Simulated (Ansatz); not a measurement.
Reaction (hydrogenolysis of the Si–Cl bond): `O[Si](O)(F)Cl` + H₂ → `O[SiH](O)F` + HCl

Computed with Ansatz on PBE0-D4/def2-TZVP structures; ΔE is electronic, products minus reactants. CCSD(T)/CBS is extrapolated from def2-TZVPP and def2-QZVPP, frozen cores. DFT in def2-TZVPP. B3LYP here is the variant with VWN-RPA as its local correlation; programs differ in this. Each species was taken in one conformer, which may not be the lowest.

```json
{"level": "PBE-D4", "ΔE (kcal/mol)": "19.1", "difference from CCSD(T)/CBS": "-0.4"}
{"level": "r2SCAN-D4", "ΔE (kcal/mol)": "20.9", "difference from CCSD(T)/CBS": "1.4"}
{"level": "PBE0-D4", "ΔE (kcal/mol)": "19.2", "difference from CCSD(T)/CBS": "-0.3"}
{"level": "B3LYP-D4", "ΔE (kcal/mol)": "18.8", "difference from CCSD(T)/CBS": "-0.7"}
{"level": "ωB97X-V", "ΔE (kcal/mol)": "18.9", "difference from CCSD(T)/CBS": "-0.6"}
{"level": "ωB97M-V", "ΔE (kcal/mol)": "19.5", "difference from CCSD(T)/CBS": "0.0"}
{"level": "B2PLYP", "ΔE (kcal/mol)": "17.9", "difference from CCSD(T)/CBS": "-1.6"}
{"level": "PBE", "ΔE (kcal/mol)": "17.8", "difference from CCSD(T)/CBS": "-1.7"}
{"level": "r2SCAN", "ΔE (kcal/mol)": "20.6", "difference from CCSD(T)/CBS": "1.1"}
{"level": "PBE0", "ΔE (kcal/mol)": "18.0", "difference from CCSD(T)/CBS": "-1.5"}
{"level": "B3LYP", "ΔE (kcal/mol)": "16.6", "difference from CCSD(T)/CBS": "-2.9"}
{"level": "HF/def2-TZVPP", "ΔE (kcal/mol)": "15.9", "difference from CCSD(T)/CBS": "-3.6"}
{"level": "MP2/def2-TZVPP", "ΔE (kcal/mol)": "19.8", "difference from CCSD(T)/CBS": "0.3"}
{"level": "SCS-MP2/def2-TZVPP", "ΔE (kcal/mol)": "18.2", "difference from CCSD(T)/CBS": "-1.3"}
{"level": "CCSD/def2-TZVPP", "ΔE (kcal/mol)": "17.1", "difference from CCSD(T)/CBS": "-2.4"}
{"level": "CCSD(T)/def2-TZVPP", "ΔE (kcal/mol)": "17.9", "difference from CCSD(T)/CBS": "-1.6"}
{"level": "HF/def2-QZVPP", "ΔE (kcal/mol)": "15.9", "difference from CCSD(T)/CBS": "-3.6"}
{"level": "MP2/def2-QZVPP", "ΔE (kcal/mol)": "20.4", "difference from CCSD(T)/CBS": "0.9"}
{"level": "SCS-MP2/def2-QZVPP", "ΔE (kcal/mol)": "18.8", "difference from CCSD(T)/CBS": "-0.7"}
{"level": "CCSD/def2-QZVPP", "ΔE (kcal/mol)": "18.0", "difference from CCSD(T)/CBS": "-1.5"}
{"level": "CCSD(T)/def2-QZVPP", "ΔE (kcal/mol)": "18.8", "difference from CCSD(T)/CBS": "-0.7"}
{"level": "HF/CBS(def2)", "ΔE (kcal/mol)": "16.0", "difference from CCSD(T)/CBS": "-3.5"}
{"level": "MP2/CBS(def2)", "ΔE (kcal/mol)": "20.8", "difference from CCSD(T)/CBS": "1.3"}
{"level": "CCSD/CBS(def2)", "ΔE (kcal/mol)": "18.6", "difference from CCSD(T)/CBS": "-0.9"}
{"level": "CCSD(T)/CBS", "ΔE (kcal/mol)": "19.5", "difference from CCSD(T)/CBS": "0"}
```

Largest T1 diagnostic among the species: 0.011.

The D4 term adds +2.2 kcal/mol with B3LYP and +1.1 kcal/mol with PBE0; it sums over pairs of atoms, weighted by their polarisabilities, and B3LYP, whose exchange is more repulsive, gets the larger term. In def2-TZVPP, CCSD(T) changes the Hartree–Fock value by +1.9 kcal/mol (the triples alone add +0.8 kcal/mol) and MP2 by +3.9 kcal/mol.
